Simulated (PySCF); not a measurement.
A structure optimised at B3LYP-D3(BJ)/def2-SVP, used in a PySCF frequency run:

```
C
H 1 1.1020
H 1 1.1046 2 106.85
N 1 1.4563 2 109.78 3 -118.00
H 4 1.0196 1 111.20 2 -65.19
H 4 1.0197 5 107.54 1 122.93
C 1 1.5066 2 109.88 3 117.70
N 7 1.2825 1 127.93 2 1.56
C 8 1.3359 7 122.07 1 -3.08
N 9 1.1660 8 173.97 7 177.16
H 7 1.1022 8 115.84 9 -179.50
```

Question: Write its SMILES and formula.

Answer: N#C/N=C\CN, C3H5N3

Question: What are its rotational constants (standard atomic weights)?

Answer: 8.7948, 2.0460, 1.7846 GHz
